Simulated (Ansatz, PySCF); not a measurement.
Zr(F)3(OH)(OH2) (F3H3O2Zr), SMILES [F][Zr]([F])(<-[OH2])([F])[OH], multiplicity 1. Atoms are numbered in the order given.

```xyz
9

Zr     0.1397     0.2363     0.0010
F      1.1205    -1.4060     0.3297
F     -1.6138     0.0958    -0.8192
F      0.2812     1.5560     1.3897
O      1.1597     0.9958    -1.4337
H      1.6604     1.3402    -2.1749
O     -1.1954    -0.9924     1.5712
H     -2.0839    -1.1536     1.2186
H     -0.8016    -1.8581     1.7588
```
Charge 0, spin multiplicity 1.

Geometry: B3LYP-D3(BJ)/def2-SVP. The multiplicity is an assumed one; no other spin state was optimised. The structure was generated by enumeration; whether it is a known compound was not checked. The def2 effective core potentials stand for the cores of Zr; spin–orbit coupling is left out. One conformer was computed; it need not be the lowest.

Two levels are set side by side: PBE-D3(BJ)/def2-SVP (Ansatz, a program for electronic structure) and B3LYP-D3(BJ)/def2-SVP (Ansatz). Each level has its own optimised geometry; the coordinates shown are those of the second. Frequencies come from the Hessian of PySCF at each geometry. Differences are taken from unrounded values.

```csv
quantity,B3LYP-D3(BJ)
mean bond length (Å),1.627
bond Zr1–F2 (Å),1.941
bond Zr1–F3 (Å),1.941
bond Zr1–F4 (Å),1.921
bond Zr1–O5 (Å),1.917
bond Zr1–O7 (Å),2.399
bond O5–H6 (Å),0.958
bond O7–H8 (Å),0.969
bond O7–H9 (Å),0.969
highest harmonic wavenumber (cm⁻¹),3973
mean harmonic wavenumber (cm⁻¹),909
zero-point energy (kcal/mol),27.30
```

Q: What does PBE-D3(BJ) give, and how far is it from B3LYP-D3(BJ)? (An estimate is asked for; the answer gives what the named calculation found.)

A: 
```tsv
quantity	PBE-D3(BJ)	PBE-D3(BJ) minus B3LYP-D3(BJ)
mean bond length (Å)	1.634	0.007
bond Zr1–F2 (Å)	1.946	0.005
bond Zr1–F3 (Å)	1.946	0.005
bond Zr1–F4 (Å)	1.924	0.003
bond Zr1–O5 (Å)	1.920	0.003
bond Zr1–O7 (Å)	2.414	0.015
bond O5–H6 (Å)	0.966	0.007
bond O7–H8 (Å)	0.978	0.009
bond O7–H9 (Å)	0.978	0.009
highest harmonic wavenumber (cm⁻¹)	3876	-97
mean harmonic wavenumber (cm⁻¹)	887	-23
zero-point energy (kcal/mol)	26.62	-0.68
```

GGA bonds tend to be longer and softer than those of functionals with exact exchange. Differences between two approximate levels are no errors against the true value.
